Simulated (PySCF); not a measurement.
Two-component Hartree-Fock for Hg⁴⁸⁺ (mercury, charge +48)

Start: [Ar] 3d10 4s2 4p2; 4p1/2 filled at m_j = -1/2, +1/2. Calculated with PySCF 2.14 in an even-tempered Gaussian basis (16 s from 6.8 bohr⁻², ratio 2.8; 13 p from 8.9 bohr⁻², ratio 2.8; 8 d from 16 bohr⁻², ratio 2.8; 4 f from 38 bohr⁻², ratio 3): generalised Hartree-Fock with the X2C-1e Hamiltonian and a Gaussian nucleus; one run each with spin-orbit coupling (SO) switched off, then screened by Boettger's factors.

| spinor shell | electrons | ε, spin-free (eV) | ε, screened SO (eV) | weight of nominal j (screened SO) | rms radius, screened SO (bohr) |
| --- | --- | --- | --- | --- | --- |
| 1s1/2 | 2 | -86117.3 | -86076.8 | 1.000 | 0.0187 |
| 2s1/2 | 2 | -17476.5 | -17460.8 | 1.000 | 0.0754 |
| 2p1/2 | 2 | -15433.3 | -16840.4 | 1.000 | 0.0638 |
| 2p3/2 | 4 | -15433.3 | -14877.1 | 1.000 | 0.0719 |
| 3s1/2 | 2 | -6006.9 | -5999.3 | 1.000 | 0.191 |
| 3p1/2 | 2 | -5401.8 | -5729.7 | 1.000 | 0.181 |
| 3p3/2 | 4 | -5401.8 | -5265.1 | 1.000 | 0.197 |
| 3d3/2 | 4 | -4781.5 | -4835.8 | 1.000 | 0.171 |
| 3d5/2 | 6 | -4781.5 | -4735.9 | 1.000 | 0.175 |
| 4s1/2 | 2 | -2842.8 | -2840.0 | 1.000 | 0.398 |
| 4p1/2 | 2 | -2642.1 | -2738.9 | 1.000 | 0.386 |

```json
{"quantity": "E (hartree)", "spin-free": "-17949.38470", "screened SO": "-17987.59395"}
{"quantity": "M_J", "spin-free": "0", "screened SO": "0"}
{"quantity": "⟨J²⟩", "spin-free": "2.001", "screened SO": "0.000"}
{"quantity": "⟨L²⟩", "spin-free": "2.000", "screened SO": "1.392"}
{"quantity": "⟨S²⟩", "spin-free": "2.000", "screened SO": "1.392"}
```

Breit and QED terms are absent; they matter most for the inner s and p1/2 levels.

Densities and radii are taken from the X2C orbitals without a picture-change correction, which distorts them close to the nucleus.

Without spin-orbit coupling the j labels of p, d and f shells carry no meaning; the spin-free column gives the mean over the occupied spinors of each nl shell.
